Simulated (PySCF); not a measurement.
[PySCF 2.14.0 with density-fitted response routines: PBE0/pcSseg-1 with gauge-including orbitals; geometry from GFN2-xTB; one computed conformer; averaged over atoms made equivalent by symmetry, fast rotation or ring inversion; relativity neglected; gas phase]

Shifts are taken against calculated references (same method and geometry level): ¹H and ¹³C vs TMS. Shifts are as computed. Against solution values, carbons near 30 ppm lie about +3 ppm off and those near 130 ppm about +5 ppm; carbons on Cl a further +6 ppm. Of 1211 compounds with measured shifts, 218 miss one by over three times the rms of a fit or turn the order of signals round; such compounds aren't used in these exercises. Carbons bonded to Cl come out too deshielded.

Task: Order these molecules by the shift of their most deshielded carbon-bound hydrogen, lowest δ first.
A. C=C[C@@H](C)C(C)(C)C(=O)F
B. CO[C@@]12CCCC[C@]1(F)C2
C. CC(C)n1cc(Cl)pc1Cl
D. CCO/C(=C/Cl)O[SiH3]

Result: B (3.57 ppm, hydrogen on a methyl carbon bonded to O), D (4.37 ppm, hydrogen on a β carbon of an enol-ether or enamine type C=C), A (5.78 ppm, hydrogen on an alkene CH), C (7.19 ppm, hydrogen on an aromatic CH next to a ring nitrogen).

Task: How many ¹³C and ¹H signals does each give (equivalence by symmetry and fast rotation, but not about amide C–N or C=N bonds)? `CCO/C(=C/Cl)O[SiH3]`, `CO[C@@]12CCCC[C@]1(F)C2`, `C=C[C@@H](C)C(C)(C)C(=O)F`, `CC(C)n1cc(Cl)pc1Cl`

Result: CCO/C(=C/Cl)O[SiH3]: 4 C, 4 H; CO[C@@]12CCCC[C@]1(F)C2: 8 C, 11 H; C=C[C@@H](C)C(C)(C)C(=O)F: 8 C, 7 H; CC(C)n1cc(Cl)pc1Cl: 5 C, 3 H.
